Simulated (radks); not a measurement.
Question: The mean radii <r> (bohr) of the occupied orbitals of an atom or ion are listed with their occupations. All-electron calculation, Dirac Kohn-Sham, PBE, spin-unpolarised, spherical densities, finite nucleus; Fermi nuclear charge, rms radius of each element as measured or else 0.836 A^(1/3) + 0.57 fm. Program: a radial shooting solver on a logarithmic mesh with Libxc functionals.

| orbital | occ. | <r> |
|---|---|---|
| 1s1/2 | 2 | 0.02037 |
| 2s1/2 | 2 | 0.08590 |
| 2p1/2 | 2 | 0.07147 |
| 2p3/2 | 4 | 0.07875 |
| 3s1/2 | 2 | 0.2249 |
| 3p1/2 | 2 | 0.2146 |
| 3p3/2 | 4 | 0.2283 |
| 3d3/2 | 4 | 0.2012 |
| 3d5/2 | 6 | 0.2055 |
| 4s1/2 | 2 | 0.5081 |
| 4p1/2 | 2 | 0.5172 |
| 4p3/2 | 4 | 0.5487 |
| 4d3/2 | 4 | 0.5775 |
| 4d5/2 | 6 | 0.5887 |
| 5s1/2 | 2 | 1.253 |
| 5p1/2 | 2 | 1.412 |
| 5p3/2 | 4 | 1.520 |
| 4f5/2 | 6 | 0.8115 |
| 4f7/2 | 6 | 0.8311 |
| 6f5/2 | 1 | 14.90 |

Name the element and its charge. Open shells, if any, fill j = l - 1/2 first.

Answer: Z = 68, erbium, charge +1: Er+ in [Xe] 4f12 6f1. The 1s radius gives Z: for a bare nucleus <r> = (2 gamma + 1)/(2Z) with gamma = sqrt(1 - (Z/c)^2), 0.02012 bohr for Z = 68, and screening makes it slightly larger (0.02037 here). The occupations add up to 67, and the charge is Z minus that.
